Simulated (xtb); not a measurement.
C16H36O4Ti, SMILES CC(C)(C)[O][Ti]([O]C(C)(C)C)([O]C(C)(C)C)[O]C(C)(C)C, multiplicity 1. All values are semi-empirical tight-binding results from xtb (GFN2-xTB unless named), good for trends rather than for accurate numbers. Geometry: GFN2-xTB. The spin state was assumed, not searched. Other conformers were not sampled.

A frequency run showed that this geometry is not a minimum.

For metal compounds this method's bond lengths and energies can be far off.

```yaml
orbital_gap: 4.01 eV
```
